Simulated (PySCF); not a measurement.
**Fine-structure interval of La²⁺ by level of theory**

La²⁺ [Xe] 5d1 [5d3/2^1, M_J = 3/2] → La²⁺ [Xe] 5d1 [5d5/2^1, M_J = 5/2], as a difference of total energies. Computed with PySCF 2.14 in x2c-TZVPall-2c (11s11p10d2f, 108 functions), with the two-component X2C-1e Hamiltonian. Correlated levels: [Ar] 3d10 frozen; the 18 highest virtual spinors dropped. "Screened" scales the spin-orbit matrix elements by Boettger's factors to mimic the two-electron term; Breit and QED terms are absent.

```tsv
method	fine-structure interval (cm⁻¹)
GHF (screened spin-orbit)	1505.2
GMP2 (screened spin-orbit)	1585.1
GHF (bare spin-orbit)	1902.0
```
